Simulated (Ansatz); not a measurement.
Ansatz (a program for electronic structure) input:

Ansatz 0.2 input:
```yaml
crystal:
  periodic: [false, false, false]
  atoms:
    - {symbol: Mg, position_ang: [-0.00000000, -0.00000000, -1.77413315]}
    - {symbol: Br, position_ang: [0.00000000, 0.00000000, 0.60827422]}
basis:
  gaussian:
    orbitals: def2-TZVP
hamiltonian:
  xc: b3lyp
  dispersion: d3bj
magnetization: {spin_polarized: true, initial_magnetization: 1}
phonons: {temperatures: {t_min: 298.15, t_max: 298.15, t_step: 100}}
```

Task: What final total energy does it print?

Result: -2774.33443 Eh (B3LYP-D3(BJ)/def2-TZVP). The basis has 80 functions.
